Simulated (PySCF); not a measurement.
**Bonding in `C[C@@H](F)[C@@H]1CC[Si@H]1O`**

C₅H₁₁FOSi.
Atom-mapped SMILES: `[CH3:1][C@@H:2]([F:3])[C@@H:4]1[CH2:5][CH2:6][Si@H:7]1[OH:8]` (hydrogens: H9, H10, H11 on C1; H12 on C2; H13 on C4; H14, H15 on C5; H16, H17 on C6; H18 on Si7; H19 on O8)

Cartesian coordinates in Å at the GFN2-xTB level; atoms count from 1:
```
atom  x, y, z in Å
C1     2.562   -0.381    0.013
C2     1.417    0.621   -0.042
F3     1.275    1.051   -1.359
C4     0.094    0.061    0.442
C5    -0.445   -1.148   -0.353
C6    -1.939   -0.772   -0.421
Si7   -1.522    1.020    0.088
O8    -2.145    1.621    1.467
H9     2.726   -0.690    1.041
H10    2.323   -1.255   -0.587
H11    3.474    0.069   -0.373
H12    1.674    1.526    0.525
H13    0.212   -0.186    1.499
H14   -0.248   -2.113    0.113
H15   -0.016   -1.150   -1.354
H16   -2.392   -0.964   -1.390
H17   -2.519   -1.314    0.325
H18   -1.520    2.013   -0.977
H19   -3.019    2.001    1.501
```

Bond orders from the PBE0/pcSseg-1 density (PySCF). Isolated species at its GFN2-xTB geometry (one conformer only).

Where do the orders between heavy atoms depart from those drawn in the SMILES?

The largest departure is 0.152, at C2–F3 (drawn single, 0.848) and Si7–C4 (drawn single, 0.849). Drawn single, order below 0.88: C2–F3 (0.848) and Si7–C4 (0.849).

Set the Mayer orders of the bonds beside their lengths.

| bond | drawn as | length (Å) | Mayer order |
| --- | --- | --- | --- |
| C1–C2 | single | 1.522 | 1.039 |
| C2–F3 | single | 1.392 | 0.848 |
| C2–C4 | single | 1.516 | 1.020 |
| C4–C5 | single | 1.544 | 0.962 |
| C5–C6 | single | 1.542 | 1.012 |
| C6–Si7 | single | 1.910 | 0.902 |
| Si7–O8 | single | 1.628 | 1.072 |
| Si7–C4 | single | 1.912 | 0.849 |
| C1–H9 | single | 1.086 | 0.960 |
| C1–H10 | single | 1.087 | 0.956 |
| C1–H11 | single | 1.088 | 0.962 |
| C2–H12 | single | 1.098 | 0.949 |
| C4–H13 | single | 1.091 | 0.926 |
| C5–H14 | single | 1.089 | 0.956 |
| C5–H15 | single | 1.089 | 0.945 |
| C6–H16 | single | 1.087 | 0.957 |
| C6–H17 | single | 1.089 | 0.945 |
| Si7–H18 | single | 1.457 | 0.898 |
| O8–H19 | single | 0.953 | 0.931 |

By pair of heavy elements: C–C: lowest C4–C5 (0.962, 1.544 Å), highest C1–C2 (1.039, 1.522 Å). C–Si: lowest Si7–C4 (0.849, 1.912 Å), highest C6–Si7 (0.902, 1.910 Å).

Sum the orders of all bonds at each heavy atom with more than one neighbour and set the sums beside the valence in the SMILES.

C1 3.917 (drawn 4), C2 3.856 (drawn 4), C4 3.757 (drawn 4), C5 3.875 (drawn 4), C6 3.816 (drawn 4), Si7 3.721 (drawn 4), O8 2.003 (drawn 2). Orders between atoms that aren't bonded are not in these sums.

For a closed shell the Mayer order of atoms A and B is Σ (PS)μν (PS)νμ over the basis functions μ on A and ν on B, with P the density and S the overlap matrix.

These values come from a run that also computed NMR shieldings. Hardware: one thread, Arm Neoverse N1 (aarch64), no GPU, on a shared host. Cost: 74 s of wall time (grids of density and orbitals included), 0.88 GiB resident at most.
